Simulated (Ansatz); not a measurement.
Isomers of CH6GeO2Si, relaxed with PBE0-D4/def2-TZVP in Ansatz; electronic energies, one conformer each and not always the lowest. Functionals use def2-TZVPP; CBS adds triple-zeta CCSD(T) − MP2 to the MP2 limit of def2-TZVPP and def2-QZVPP.

Outer-core shells of Ge are correlated without core-valence functions. Scalar relativity is left out up to krypton. Spin–orbit coupling is left out.

Problem. Order them by energy at frozen-core CCSD(T)/CBS, lowest first. (Best estimate.)
A. `[OH][GeH]1[CH2][SiH2][O]1`
B. `C1O[SiH2][GeH2][O]1`
C. `[OH][GeH]1[CH2]O[SiH2]1`
D. `[GeH3][CH]1O[SiH2]O1`

Solution. A (0.0 kcal/mol), B (36.2 kcal/mol), C (42.1 kcal/mol), D (44.4 kcal/mol).

Problem. How do PBE-D4, B2PLYP, HF/CBS(def2), MP2/CBS(def2) place them (kcal/mol, against `[OH][GeH]1[CH2][SiH2][O]1`)? (Best estimate.)

Solution. The calculation gave: 
```tsv
isomer	PBE-D4	B2PLYP	HF/CBS(def2)	MP2/CBS(def2)
`[GeH3][CH]1O[SiH2]O1`	41.4	43.2	40.2	47.9
`[OH][GeH]1[CH2]O[SiH2]1`	36.0	40.9	43.3	45.0
`C1O[SiH2][GeH2][O]1`	30.3	34.4	32.7	40.4
```
